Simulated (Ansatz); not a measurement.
Abridged output of a molecular run in Ansatz:

```
Functional definition: HF
1641 factors; integrals over basis functions are off by at most 1.1e-3 eV
mean field evaluation 1: about -8496.0754 eV, gradient 4.2e1 eV
mean field evaluation 2: about -8496.3552 eV, gradient 4.2e1 eV
mean field evaluation 4: about -8500.4288 eV, gradient 4.9e0 eV
mean field evaluation 8: about -8500.5144 eV, gradient 4.2e-1 eV
mean field evaluation 16: about -8500.5160 eV, gradient 2.4e-6 eV
mean field -8500.51600403 eV, -312.3882012914 hartree, gradient 2.4e-6 eV, S^2 0.000000; 0 other end points of the search recorded, 0 dependent functions left out
6 core orbitals not correlated: weight in the atoms' cores, before any rotation towards them, 1.000 or more for the frozen orbitals, at most 0.000 for the correlated occupied ones
reference -8500.51600403 eV, -312.3882012914 hartree; 17, 17 occupied and 247, 247 virtual orbitals, 1641 factors
second order -29.50736678 eV of doubles, -0.00000000 eV of singles
cycle   1  -29.55971174 eV  change   -5.2e-2 eV  update   1.2e-1
cycle   2  -30.28830935 eV  change   -7.3e-1 eV  update   3.5e-2
cycle   3  -30.45783543 eV  change   -1.7e-1 eV  update   1.9e-2
cycle   4  -30.43836472 eV  change    1.9e-2 eV  update   5.2e-3
cycle   5  -30.43680060 eV  change    1.6e-3 eV  update   2.7e-3
cycle   6  -30.43855718 eV  change   -1.8e-3 eV  update   8.7e-4
cycle   7  -30.43806166 eV  change    5.0e-4 eV  update   3.9e-4
cycle   8  -30.43780263 eV  change    2.6e-4 eV  update   1.3e-4
cycle   9  -30.43786760 eV  change   -6.5e-5 eV  update   5.4e-5
cycle  10  -30.43788985 eV  change   -2.2e-5 eV  update   1.7e-5
perturbative correction -1.24169493 eV, -0.0456314470 hartree
Total energy: -8532.19558881 eV, -313.5524045588 hartree
```

Its atoms:

Z-matrix (Å, degrees):
```
C
F 1 1.379
N 1 1.430 2 110.9
H 1 1.089 2 108.2 3 119.6
H 1 1.094 2 107.2 3 -120.8
C 3 1.410 1 117.3 2 -73.3
B 3 1.407 1 121.8 2 107.0
N 6 1.258 3 128.6 1 7.0
H 6 1.089 3 111.8 1 -172.8
H 7 1.192 3 118.4 1 178.7
H 7 1.193 3 118.7 1 -0.7
H 8 1.019 6 113.3 3 2.9
```

Problem. Which basis set was used?
A. def2-QZVPP
B. cc-pV(D+d)Z
C. def2-SVPD
D. def2-TZVPP

Solution. D. It gives 270 functions.

Problem. Write the keys of the input that set method, charge and spin (a neutral closed shell needs none for the last two).

Solution. 
```yaml
correlation: {method: ccsd_t}
```
